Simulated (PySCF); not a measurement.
PBE0-D3(BJ)/def2-TZVP geometry optimisation, gas phase with PySCF 2.14 and geomeTRIC: V(SH)2, charge 0, multiplicity 4. Start (model start, shaken):

```
5

V     0.0000    0.0045   -0.0041
S    -0.0134   -0.0068    2.2751
H     1.3209    0.0201    2.5326
S    -0.0093    0.0073   -2.2847
H    -1.3184   -0.0140   -2.5404
```

| step | E − E(start) / kcal mol⁻¹ | largest force / Eh bohr⁻¹ |
| --- | --- | --- |
| 0 | 0.00 | 0.00767 |
| 1 | -0.22 | 0.00171 |
| 2 | -0.29 | 0.00156 |
| 3 | -0.31 | 0.00048 |
| 4 | -0.31 | 0.00008 |

The optimisation met its thresholds. End point:

```
5

V    -0.0025    0.0079   -0.0053
S    -0.0316   -0.0069    2.2879
H     1.3040    0.0168    2.4616
S     0.0233    0.0094   -2.2984
H    -1.3132   -0.0161   -2.4673
```

Metal–donor distances, start → end: S2 2.279 → 2.293 Å, S4 2.281 → 2.293 Å.

No frequencies were computed, so the end point may be a saddle point.

The job took 55 s on one thread of Arm Neoverse V1 (shared host), with 131 basis functions, launched as `OMP_NUM_THREADS=1 python lf_run.py task.json out`.
